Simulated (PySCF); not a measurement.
# Au⁵³⁺: ionisation energy

Au⁵³⁺ [Ar] 3d8 (3F) → Au⁵⁴⁺ [Ar] 3d7 (4F), as a difference of total energies. All numbers are calculated (PySCF 2.14, scalar relativity by spin-free X2C-1e, in an even-tempered Gaussian basis (17 s from 13 bohr⁻², ratio 2.5; 13 p from 17 bohr⁻², ratio 2.5; 7 d from 17 bohr⁻², ratio 2.5; 4 f from 69 bohr⁻², ratio 2.7; 3 g from 100 bohr⁻², ratio 2.7)). Correlated levels: outer shells: [Ne] frozen; virtual orbitals above 40 to 60 times the deepest correlated orbital energy dropped. The calculations carry no spin-orbit coupling.

| method | ionisation energy (eV) |
| --- | --- |
| UHF | 5193.5 |
| PBE | 5193.2 |
| PBE0 | 5193.9 |
| r2SCAN | 5195.5 |
| M06-L | 5197.5 |
| M06-2X | 5196.5 |
| MP2 (outer shells) | 5195.0 |

Estimate what SCS-MP2 (outer shells) gives.

5194.9 eV, closest to MP2 (outer shells) among the rows shown.

Estimate what LDA gives.

5193.1 eV, closest to PBE among the rows shown.

Spin-orbit coupling is strong in these open shells (close to jj coupling). The scalar numbers leave it out and a first-order estimate fails, so it can dominate the gap to the real levels.

Breit and QED terms and the two-electron picture change are absent.

For comparison: 5156 ± 5 eV (theoretical estimate listed by NIST; NIST Atomic Spectra Database, ionization energies).
